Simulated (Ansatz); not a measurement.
FH2O2STa, SMILES [OH][Ta]([OH])([F])=[S], multiplicity 1.

Coordinates come from a PBE0-D3(BJ)/def2-SVP optimisation. The spin state was assumed, not searched. The def2 effective core potentials stand for the cores of Ta; spin–orbit coupling is left out. One conformer was computed; it need not be the lowest.

Two levels are set side by side: PBE/def2-SVPD (Ansatz, an electronic-structure program) and CAM-B3LYP/def2-SVPD (Ansatz). Energy differences of separate SCF runs at the same geometry; the states with an electron removed or added have multiplicity 2 and 2. Differences are taken from unrounded values.

| quantity | CAM-B3LYP | PBE | PBE minus CAM-B3LYP |
|---|---|---|---|
| vertical ionisation energy (eV) | 9.93 | 9.83 | -0.10 |
| vertical singlet–triplet gap (eV) | 3.85 | 4.16 | 0.31 |
